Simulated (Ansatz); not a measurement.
Consider the redistribution: `[OH][Hf]([SH])([SH])[SH]` + `O[Si](O)(S)[TeH]` → `[SH][Hf]([SH])([SH])[SH]` + `O[Si](O)(O)[TeH]`.

Computed with Ansatz on PBE0-D4/def2-TZVP structures; ΔE is electronic, products minus reactants. CCSD(T)/CBS is the MP2 limit (def2-TZVPP, def2-QZVPP) plus CCSD(T) − MP2 in def2-TZVPP, frozen cores. DFT in def2-TZVPP. Elements past krypton have def2 core potentials. For Hf, Te outer-core shells are correlated without core-valence functions, which leaves a few kJ/mol of doubt a bond. Each species was taken in one conformer, which may not be the lowest.

`[OH][Hf]([SH])([SH])[SH]`:

```xyz
9

O     1.321   -1.660    0.437
Hf    0.258   -0.118    0.168
S    -2.050   -0.689    0.739
S     1.161    1.691    1.529
S     0.278    0.721   -2.128
H     1.906   -2.402    0.309
H    -2.481    0.424    0.112
H     0.016    2.388    1.393
H    -0.410   -0.355   -2.560
```

`O[Si](O)(S)[TeH]`:

```xyz
9

O     0.573    1.325    0.346
Si   -0.247   -0.009   -0.140
O    -1.570    0.293   -1.054
S    -0.813   -0.944    1.687
Te    1.081   -1.385   -1.727
H     1.106    1.753   -0.328
H    -2.351    0.608   -0.592
H    -0.067   -0.095    2.413
H     2.288   -1.547   -0.603
```

`[SH][Hf]([SH])([SH])[SH]`:

```xyz
9

S     2.280   -0.736   -0.385
Hf    0.000    0.000    0.001
S    -0.206    1.102    2.153
S    -1.389   -1.987   -0.096
S    -0.684    1.621   -1.670
H     2.516    0.344   -1.157
H     0.945    0.537    2.571
H    -2.126   -1.543    0.942
H    -1.336    0.662   -2.358
```

`O[Si](O)(O)[TeH]`:

```xyz
9

O    -1.630    0.181    0.309
Si   -0.042   -0.144    0.128
O     0.450   -0.897    1.495
O     0.086   -1.040   -1.226
Te    1.428    1.848   -0.120
H    -1.896    0.700    1.070
H     1.361   -1.194    1.528
H    -0.703   -1.516   -1.494
H     0.947    2.063   -1.690
```

```csv
level,ΔE (kcal/mol),difference from CCSD(T)/CBS
PBE-D4,1.4,1.7
r2SCAN-D4,-0.3,0.0
PBE0-D4,0.4,0.7
ωB97X-V,1.8,2.1
ωB97M-V,0.9,1.2
PBE,1.3,1.6
HF/def2-TZVPP,-1.6,-1.3
MP2/def2-TZVPP,-1.2,-0.9
SCS-MP2/def2-TZVPP,-0.7,-0.4
CCSD/def2-TZVPP,-0.7,-0.4
CCSD(T)/def2-TZVPP,-0.9,-0.6
MP2/def2-QZVPP,-1.0,-0.7
SCS-MP2/def2-QZVPP,-0.5,-0.2
HF/CBS(def2),-2.0,-1.7
MP2/CBS(def2),-0.6,-0.3
CCSD/CBS(def2),-0.1,0.2
CCSD(T)/CBS,-0.3,0
```

Largest T1 diagnostic among the species: 0.017.

From PBE to PBE0 (25 % exact exchange), in def2-TZVPP and without D4, ΔE moves by −1.0 kcal/mol.
